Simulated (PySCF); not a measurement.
CF₂I, SMILES [C](I)(F)F (connectivity only; charge and spin as stated), charge +1, multiplicity 1.

Coordinates come from a PBE-D3(BJ)/def2-SVP optimisation. The multiplicity is an assumed one; other spin states were not compared. The isomer is the one that the SMILES or the coordinates give; other isomers of the formula were not compared. The def2 effective core potentials stand for the cores of I; spin–orbit coupling is left out.

Calculation: PBE-D3(BJ)/def2-SVP (PySCF).

Frequencies are harmonic and unscaled.

```csv
mode,ν (cm⁻¹),IR (km/mol),moving atoms (share of kinetic energy)
1,301,0.9,"F 79 %, C 16 %"
2,350,0.4,"F 68 %, I 26 %"
3,551,3.7,"C 85 %, F 15 %"
4,696,27.3,"F 77 %, C 21 %"
5,1321,560.5,"C 66 %, F 34 %"
6,1457,235.2,"C 70 %, F 30 %"
```
